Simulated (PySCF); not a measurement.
[PySCF 2.14.0 with density-fitted response routines: GFN2-xTB structure; shielding tensors at PBE0/pcSseg-1 (GIAO); single conformer; no solvent model; fast rotation and ring inversion assumed for equivalent nuclei; non-relativistic]

Chemical shifts δ = σref − σ; $^{1}$H (σ = 31.72 ppm) and $^{13}$C (σ = 186.93 ppm) vs TMS, all at this level. Shifts are as computed. Against solution values, carbons near 30 ppm lie about +3 ppm off and those near 130 ppm about +5 ppm. Of 1211 compounds with measured shifts, 218 miss one by over three times the rms of a fit or turn the order of signals round; such compounds aren't used in these exercises.

(1) Order these molecules by the shift of their most shielded carbon, lowest δ first.
A. O=CO[Si@H](F)C1CC1
B. C=N/N=C(\C)CC
C. c1cc(C2CC2)pcp1

(2) Order these molecules by the shift of their most shielded carbon-bound hydrogen, lowest δ first.
A. O=CO[Si@H](F)C1CC1
B. c1cc(C2CC2)pcp1
C. C/C=N\N=C(C)C

(3) How many $^{13}$C and $^{1}$H signals does each give (equivalence by symmetry and fast rotation, but not about amide C–N or C=N bonds)? `C=N/N=C(\C)CC`, `CCP(CC)CC`, `C/C=N\N=C(C)C`, `O=CO[Si@H](F)C1CC1`, `c1cc(C2CC2)pcp1`

Answers

(1) A (-1.3 ppm, three-membered-ring carbon), B (12.5 ppm, methyl carbon), C (25.0 ppm, three-membered-ring carbon).

(2) A (0.27 ppm, hydrogen on a three-membered-ring carbon), B (1.16 ppm, hydrogen on a three-membered-ring carbon), C (1.62 ppm, hydrogen on a methyl carbon).

(3) C=N/N=C(\C)CC: 5 C, 5 H; CCP(CC)CC: 2 C, 2 H; C/C=N\N=C(C)C: 5 C, 4 H; O=CO[Si@H](F)C1CC1: 4 C, 7 H; c1cc(C2CC2)pcp1: 6 C, 6 H.
